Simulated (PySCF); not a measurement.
Cost against size for one kind of job: PBE0-D3(BJ)/def2-SVP geometry optimisation, gas phase in PySCF 2.14.0; work: geometry optimisation from a GFN2-xTB start shaken at random. Hardware: one thread of an Arm Neoverse V2, on a shared host. The host was shared with other jobs, so the times are rough. Peak memory is the resident size of the whole Python process, interpreter and libraries included.

```json
{"species (SMILES)": "[SiH3]PBCl", "atoms": "9", "electrons": "56", "basis functions": "93", "SCF cycles": "37", "gradient evaluations": "6", "wall time": "?", "peak memory": "?"}
{"species (SMILES)": "CC[SiH2][AsH2]", "atoms": "13", "electrons": "68", "basis functions": "123", "SCF cycles": "55", "gradient evaluations": "9", "wall time": "45 s", "peak memory": "0.53 GiB"}
{"species (SMILES)": "CC[AsH][SiH3]", "atoms": "13", "electrons": "68", "basis functions": "123", "SCF cycles": "24", "gradient evaluations": "4", "wall time": "?", "peak memory": "?"}
{"species (SMILES)": "[SiH3]CC[AsH2]", "atoms": "13", "electrons": "68", "basis functions": "123", "SCF cycles": "31", "gradient evaluations": "5", "wall time": "26 s", "peak memory": "0.52 GiB"}
{"species (SMILES)": "[H]/N=C(\\C=C)B(Cl)Cl", "atoms": "11", "electrons": "68", "basis functions": "126", "SCF cycles": "111", "gradient evaluations": "16", "wall time": "85 s", "peak memory": "0.54 GiB"}
{"species (SMILES)": "C#[C][AlH-]1[O+](C)[AlH2-][O+]1C", "atoms": "18", "electrons": "76", "basis functions": "170", "SCF cycles": "60", "gradient evaluations": "9", "wall time": "2.4 min", "peak memory": "0.73 GiB"}
```

Estimate the withheld figures.

`[SiH3]PBCl`: 16 s, 0.38 GiB; `CC[AsH][SiH3]`: 26 s, 0.52 GiB.

With all rows, how does the wall time grow with the number of basis functions N?

A straight line through log(time) against log(N) has slope 3.7 between N = 93 and 170, and the rows scatter about it by a factor of about 1.6 (standard error of the fit). This is a fit to these rows, whose iteration counts differ, not the method's formal scaling.

Which species took longest, and how many times the shortest run?

`C#[C][AlH-]1[O+](C)[AlH2-][O+]1C`, at 2.4 min: about 9 times the shortest (16 s).
